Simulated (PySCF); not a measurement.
Several molecules and their computed UV-vis stick spectra, shuffled. Level of theory: TDDFT PBE0/def2-SVPD, vertical, gas phase, core orbitals frozen in the response (PySCF). Geometries: GFN2-xTB; one conformer of each isolated species. Triplets are in the Tamm–Dancoff approximation.

A. `C=CO[Si@H](O)[SiH3]`
B. `NCC(F)(F)F`
C. `CP(C#C)(C)=O`

Lowest singlet levels (six at most, fewer where fewer were computed) with oscillator strengths:

1. 5.49 eV (f 0.003); 5.88 eV (f 0.010); 6.62 eV (f 0.007); 6.65 eV (f 0.026); 6.80 eV (f 0.150); 7.07 eV (f 0.029); T1 4.40 eV
2. 6.14 eV (f 0.000); 6.25 eV (f 0.001); 6.34 eV (f 0.013); 6.50 eV (f 0.001); 6.52 eV (f 0.028); 6.80 eV (f 0.010); T1 5.01 eV
3. 6.64 eV (f 0.010); 7.80 eV (f 0.034); 8.02 eV (f 0.006); 8.51 eV (f 0.056); 9.07 eV (f 0.004); 9.33 eV (f 0.004); T1 6.31 eV

Task: Which spectrum belongs to which structure?

Result: 1 = A, 2 = C, 3 = B.
- A: S1 at 5.49 eV, HOMO→LUMO (98%); Löwdin shares by element: HOMO carbon 60%, oxygen 23% or more (atoms not listed hold the other 18%); LUMO silicon 53%, oxygen 10% or more, hydrogen 8% or more (atoms not listed hold the other 29%); HOMO -7.07 and LUMO -0.44 eV.
- B: S1 at 6.64 eV, HOMO→LUMO (96%); Löwdin shares by element: HOMO nitrogen 66%, carbon 13% or more, hydrogen 12% or more; LUMO hydrogen 28% or more, carbon 24% or more, nitrogen 13% (atoms not listed hold the other 35%); HOMO -7.65 and LUMO 0.49 eV.
- C: S1 at 6.14 eV, HOMO→LUMO (62%), HOMO-2→LUMO (16%), HOMO-1→LUMO+1 (14%); Löwdin shares by element: HOMO oxygen 62%, carbon 18% or more, phosphorus 14%; LUMO carbon 63% or more, phosphorus 13%, hydrogen 8% or more (atoms not listed hold the other 16%); HOMO -7.85 and LUMO -0.26 eV.
